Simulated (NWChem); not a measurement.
# arsine (AsH$_{3}$); SMILES [AsH3]

```xyz
4

As     0.0058    -0.0041     0.0528
H     -1.2938     0.4134    -0.6263
H      0.8276     0.9380    -0.8199
H      0.2038    -1.1631    -0.9179
```
Atoms are numbered in this order, from 1.

All runs: NWChem. The geometry was optimised at PBE0/def2-SVP. GIAO values for the isolated, static molecule; σ is the absolute isotropic shielding, δ = σ(reference) − σ with the isolated reference molecule computed at the same levels (1H: tetramethylsilane).

### Question
Estimate the computed values for PBE/x2c-SVPall-s, scalar ZORA without spin-orbit coupling. Quantities: σ As1 (ppm); δ H2 (ppm).

### Answer
```yaml
"σ As1 (ppm)": 1873.6
"δ H2 (ppm)": 2.38
```
